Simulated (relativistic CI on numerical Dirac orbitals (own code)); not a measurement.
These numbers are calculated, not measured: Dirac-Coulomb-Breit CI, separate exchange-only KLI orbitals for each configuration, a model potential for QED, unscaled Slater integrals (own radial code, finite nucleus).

Configuration list (outside the closed core [Ne]): 3s2.3p6.3d10, 3s2.3p6.3d9.4s, 3s2.3p6.3d9.4p, 3s2.3p6.3d9.4d, 3s2.3p5.3d10.4s, 3s2.3p6.3d9.4f, 3s2.3p5.3d10.4p, 3s2.3p6.3d8.4s2, 3s2.3p5.3d10.4d, 3s2.3p6.3d8.4s.4p, 3s.3p6.3d10.4s, 3s2.3p6.3d9.5s, 3s2.3p6.3d8.4p2, 3s2.3p5.3d10.4f, 3s2.3p6.3d8.4s.4d, 3s2.3p6.3d9.5p, 3s.3p6.3d10.4p, 3s2.3p6.3d9.5d, 3s2.3p5.3d9.4s2, 3s2.3p6.3d8.4p.4d, 3s2.3p6.3d9.5f, 3s2.3p6.3d9.5g, 3s2.3p5.3d9.4s.4p, 3s.3p6.3d10.4d, 3s2.3p6.3d8.4d2, 3s2.3p5.3d9.4p2, 3s2.3p5.3d9.4s.4d, 3s.3p6.3d10.4f, 3s2.3p6.3d9.6s, 3s.3p6.3d9.4s2, 3s2.3p5.3d10.5s, 3s2.3p6.3d9.6p, 3s2.3p4.3d10.4s2, 3s2.3p5.3d9.4p.4d, 3s2.3p6.3d9.6d, 3s2.3p5.3d10.5p. Levels of other configurations are missing.

At this charge energies of transitions that change n are usually good to better than 1 %, and those within a shell (Δn = 0) to a few per cent.

Outline of the computed level scheme of Yb XLIII. Lowest level of each configuration: 3s2.3p6.3d10 1S_0 at 0.00 eV; 3s2.3p6.3d9.4s 3D_3 at 1339.32 eV; 3s2.3p6.3d9.4p 3P°_2 at 1426.43 eV; 3s2.3p6.3d9.4d 3S_1 at 1634.15 eV; 3s2.3p5.3d10.4s 3P°_2 at 1747.45 eV; 3s2.3p6.3d9.4f 3P°_0 at 1791.24 eV.

Some strong electric-dipole decays among the lowest 45 levels: 3s2.3p5.3d10.4s 1P°_1 → 3s2.3p6.3d10 1S_0 (1.7e+13 s⁻¹); 3s2.3p6.3d9.4p 1P°_1 → 3s2.3p6.3d10 1S_0 (9.5e+12 s⁻¹); 3s2.3p6.3d9.4p 3D°_1 → 3s2.3p6.3d10 1S_0 (4.5e+12 s⁻¹); 3s2.3p5.3d10.4s 1P°_1 → 3s2.3p6.3d9.4s 1D_2 (1.7e+12 s⁻¹); 3s2.3p5.3d10.4s 3P°_2 → 3s2.3p6.3d9.4s 3D_3 (1.6e+12 s⁻¹); 3s2.3p6.3d9.4p 3D°_1 → 3s2.3p6.3d10 1S_0 (1.1e+12 s⁻¹); 3s2.3p6.3d9.4d 3G_4 → 3s2.3p6.3d9.4p 3F°_3 (5.6e+11 s⁻¹); 3s2.3p6.3d9.4d 3G_3 → 3s2.3p6.3d9.4p 3F°_2 (5.6e+11 s⁻¹).

LS names give the leading component of a level, which can be under half, so a name can repeat, a term be missing and a line seem to break the LS rules.
